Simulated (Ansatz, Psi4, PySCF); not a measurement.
arsenic atom (As), quartet. Base run: WB97X-V/6-311G** in PySCF.

The PySCF input:
```python
from pyscf import gto, scf, dft

mol = gto.M(
    atom='''
As    0.00000000    0.00000000    0.00000000
''',
    basis='6-311g**',
    spin=3,
    verbose=4,
)

mf = dft.UKS(mol)
mf.xc = 'wb97x_v'
mf.kernel()
```

The same geometry, method and basis name were run in Ansatz (a program for electronic structure) and Psi4 and PySCF, at each program's defaults and at the settings that a row names. The base is PySCF at its defaults. Differences at the defaults can come from grids, fitting, cores and function types together.

| code and settings | ΔE vs base (µEh) | basis functions | E (Eh) | SCF cycles |
|---|---|---|---|---|
| PySCF, defaults (exact integrals, its default grid, spherical functions) | 0.0 | 44 | -2235.55791 | 8 |
| Psi4, defaults (density fitting with its default set, its default grid, spherical functions) | -1.1 | 44 | -2235.55791 | 10 |
| Ansatz, defaults (factorised integrals, its default grid, spherical functions) | -0.2 | 44 | -2235.55791 | - |
| PySCF, density fitting with def2-universal-jkfit | -80.3 | 44 | -2235.55799 | 8 |
| PySCF, fine grid | -0.1 | 44 | -2235.55791 | 8 |
| Psi4, exact integrals, spherical functions, fine grid | -0.6 | 44 | -2235.55791 | 12 |
| Ansatz, high accuracy | -0.2 | 44 | -2235.55791 | - |

Open shells are given as the SCF converged; they aren't shown to be the lowest states, and a large step between rows can be another state.
